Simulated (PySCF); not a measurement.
Computed properties of C2H5GeNO, SMILES [NH2][Ge@H]1[CH]=C[O]1

C₂H₅GeNO, SMILES [NH2][Ge@H]1[CH]=C[O]1. The structure is a stationary point at PBE0-D3(BJ)/def2-SVP. The structure was generated by enumeration; whether it is a known compound was not checked. The values are those of a single conformer. All values are computed for the isolated molecule unless a solvent is named; none is compared with measurement here.

**Structure.** All 24 harmonic modes at PBE0-D3(BJ)/def2-SVP (PySCF) are real, so it is a minimum.

**Vibrations.** The strongest infrared lines (harmonic, unscaled, degenerate partners summed) lie at 417 cm⁻¹ (195 km/mol, H 58 %, N 23 %), 1184 cm⁻¹ (125 km/mol, H 49 %, O 29 %, C 22 %), 2189 cm⁻¹ (121 km/mol, H 99 %). The softest mode is at 151 cm⁻¹ and the zero-point energy is 43.8 kcal/mol.

**Electronic structure.** ωB97X/def2-TZVP (PySCF) places the frontier levels at -8.75 and 2.14 eV, a gap of 10.89 eV, and gives a dipole moment of 1.49 D and a mean polarisability of 58.2 bohr³. PBE/def2-TZVP (PySCF) at the same geometry gives -5.19 and -0.89 eV, so its gap is 6.59 eV narrower. An orbital gap is neither the optical nor the fundamental gap.

**Excitations.** TDDFT-B3LYP/def2-SVPD (PySCF) has S1 at 5.08 eV (244 nm, f = 0.020, weak); the most intense of the 10 singlets computed lies at 6.40 eV (f = 0.06). T1 (TDA) is at 3.83 eV. TDDFT-PBE/def2-SVPD (PySCF) puts S1 at 4.67 eV. No vertical singlet excitation falls in the visible range (under 3.1 eV).

**NMR.** GIAO shifts at PBE0/pcSseg-1 (PySCF) (non-relativistic, atoms alike by connectivity averaged): ¹³C from 96.3 to 180.9 ppm against TMS; ¹H from 1.9 to 7.8 ppm against TMS.
